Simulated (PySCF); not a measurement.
# Yb(CH3)2 relaxed at several levels

Computed with PySCF 2.14.0, PBE0, def2-SVP on the ligands, density fitting, scalar-relativistic core potentials, no spin-orbit coupling, vacuum. Each row is relaxed at its own level from the same template. Distances are means of the shortest metal–ligand contacts, charges and spins Mulliken's; removal energies are rigid, with the ligand's formal charge and no counterpoise, so too large; for an anion taken off a cation in vacuum most of it is the attraction of opposite charges, and multiply charged cations can part far more cheaply with an electron moved from ligand to metal. lcecp potentials hold a fixed number of 4f electrons in the core, out of states, spins and gaps.

| level | basis on the metal | point group | M–CH3 (Å) | charge on M (e) | dipole (D) | HOMO–LUMO gap (eV) | removal of one CH3 (eV) | strongest infrared band, degenerate modes summed (cm⁻¹) | unstable modes (below −25 cm⁻¹) |
| --- | --- | --- | --- | --- | --- | --- | --- | --- | --- |
| PBE0 | lcecp-0-SVP with ECP60 | C2v | 2.498 | 0.73 | 5.56 | – | 8.28 | 410 | 0 |

Q: What does the calculation give for PBE0, def2-SVP with ECP28?

A: point group: C2v, M–CH3 (Å): 2.421, charge on M (e): 0.90, dipole (D): 5.35, HOMO–LUMO gap (eV): 3.33, removal of one CH3 (eV): 8.47, strongest infrared band, degenerate modes summed (cm⁻¹): 397, unstable modes (below −25 cm⁻¹): 0.
```xyz
9

Yb    0.0000    0.0000   -0.4676
C     2.0412    0.0000    0.8341
H     3.0014    0.0000    0.2822
H     2.0741    0.8814    1.5052
H     2.0741   -0.8814    1.5052
C    -2.0412    0.0000    0.8341
H    -3.0014    0.0000    0.2822
H    -2.0741   -0.8814    1.5052
H    -2.0741    0.8814    1.5052
```

One start shape was tried for each, so a minimum needn't be the lowest isomer.
